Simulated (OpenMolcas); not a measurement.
Mn4+ in Cs2ZrCl6

Mn4+ with its 6 nearest chloride ions at 2.344 Å, on the Zr site of Cs2ZrCl6 (a = 10.407 Å, distance in the model lattice 2.446 Å). The rest of the host is ab initio model potentials to 7.6 Å and point charges beyond; the distance is set by hand and nothing relaxes. Ligand basis ANO-RCC-VDZP.
```
Mn    0.0000    0.0000    0.0000
Cl    2.3440    0.0000    0.0000
Cl    0.0000    2.3440    0.0000
Cl   -2.3440    0.0000    0.0000
Cl    0.0000   -2.3440    0.0000
Cl    0.0000    0.0000    2.3440
Cl    0.0000    0.0000   -2.3440
```

```yaml
Program: OpenMolcas 26.06
Method: "SS-CASPT2, IPEA 0.25 Eh, imaginary shift 0.1 Eh (closed shells correlated: 3s 3p and the ligand valence shells)"
Basis: ANO-RCC-VTZP [6s5p3d2f1g]
Scalar_Hamiltonian: DKH2, point nucleus
Active_space: 3 electrons in 5 orbitals (3d)
State_averaging: 2S+1 = 4 even, 10 roots; 2S+1 = 2 even, 40 roots
Spin-orbit_coupling: RASSI with atomic mean-field integrals over the reference wave functions
```

The lowest spin-free states (labels of O, the rotations of Oh), above the lowest:

| State | Degeneracy | E (cm-1) |
| --- | --- | --- |
| 4A2 | 1 | 0 |
| 2E | 2 | 11600 |
| 2S+1 = 2 | 3 | 12090 |
| 2S+1 = 2 | 3 | 22440 |
| 4T2 | 3 | 28540 |
| 2S+1 = 2 | 3 | 29090 |
| 4T1 | 3 | 33830 |
| 2S+1 = 2 | 1 | 34030 |
| 2S+1 = 2 | 3 | 36960 |
| 2E | 2 | 38420 |
| 2S+1 = 2 | 3 | 38990 |
| 2S+1 = 2 | 1 | 46310 |
| 2S+1 = 2 | 3 | 46500 |
| 2S+1 = 2 | 3 | 58380 |
| 2E | 2 | 58620 |
| 4T1 | 3 | 62280 |
| 2S+1 = 2 | 3 | 65620 |
| 2S+1 = 2 | 3 | 68900 |
| 2S+1 = 2 | 3 | 78250 |
| 2E | 2 | 94860 |

The lowest levels with spin-orbit coupling:

```csv
E (cm-1),Degeneracy,Label,2S+1,g
0,4,Γ8,4,
11590,4,Γ8,2,
12060,4,Γ8,2,
12180,2,,2,0.68 0.68 0.68
22420,2,,2,0.12 0.12 0.12
22460,4,Γ8,2,
28360,2,,4,2.76 2.76 2.76
28390,4,Γ8,4 (88 %),
28630,4,Γ8,4,
28640,2,,4,2.40 2.40 2.40
29160,4,Γ8,2 (88 %),
29220,2,,2,1.77 1.77 1.77
33650,2,,4 (62 %),2.92 2.92 2.92
33830,2,,4,1.85 1.85 1.85
33840,4,Γ8,4,
33870,4,Γ8,4,
34270,2,,2 (63 %),2.65 2.65 2.65
36730,2,,2,0.49 0.49 0.49
37100,4,Γ8,2,
38420,4,Γ8,2,
```

Powder χT (cm3 K/mol): 1.85 at 2 K, 1.85 at 10 K, 1.85 at 50 K, 1.85 at 100 K, 1.85 at 200 K, 1.86 at 300 K. The effective moment at 300 K is 2.828 √(χT) = 3.85 μB.

The lowest level has 2S+1 = 4, for which the spin-only value is χT = S(S+1) / 2 = 1.875 cm3 K/mol (g = 2). The computed 1.856 at 300 K differs by -0.019, through orbital momentum, spin-orbit coupling and any other state in reach.

Roots that are degenerate in the reference are averaged as groups; the widest CASPT2 spread within a group is 780 cm-1 (the 2-fold group of multiplicity 2 near 38400 cm-1 above the lowest state of its run). Shifts and gaps below about the spread of the groups concerned are not significant. Over all roots computed the reference weight is 0.57 to 0.61; a low but even weight reflects the number of correlated electrons. The least metal-like active orbital is 68 % on the metal (Löwdin) and no ligand orbital is active, so the numbers are rough. Ligand-to-metal charge-transfer states are missing. With no ligand orbital active B as a rule stays too high, so bands that hang on it stand too high and its fall with covalency is understated. With one d shell and no ligand orbital active, 10Dq can be off by a tenth or more. No measured value stands beside these numbers; the geometry was set by hand and not optimised.

The CASPT2 steps took 5.7 min on 1 thread of Intel(R) Xeon(R) Platinum 8488C (Sapphire Rapids), on a shared host; the integral step is not counted.

A state without a sure symmetry label is named by its multiplicity alone.
